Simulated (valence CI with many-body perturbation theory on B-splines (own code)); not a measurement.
## Which ion has this spectrum?

A relativistic CI+MBPT calculation for an atom or ion with 7 electrons gives these levels (Ry):

| J | Parity | E | g |
| --- | --- | --- | --- |
| 3/2 | odd | 0.000 | 1.41 |
| 3/2 | odd | 10.073 | 1.42 |
| 5/2 | odd | 11.327 | 1.19 |
| 1/2 | odd | 13.047 | 0.65 |
| 5/2 | even | 22.558 | 1.51 |
| 3/2 | odd | 23.175 | 1.27 |
| 1/2 | even | 26.390 | 2.21 |
| 3/2 | even | 26.478 | 1.26 |
| 3/2 | even | 34.060 | 1.46 |
| 5/2 | even | 35.969 | 1.27 |
| 1/2 | even | 37.911 | 1.48 |
| 3/2 | even | 38.790 | 1.10 |
| 1/2 | even | 49.317 | 1.61 |
| 3/2 | odd | 52.639 | 1.32 |

The energies are calculated, and their last digits are not significant.

Problem. Which is it?
A. Mo35+
B. Rh38+
C. Tc36+
D. Cd41+

Solution. B. Rh38+, ground level (2s^2 2p1/2^2 2p3/2) J=3/2.
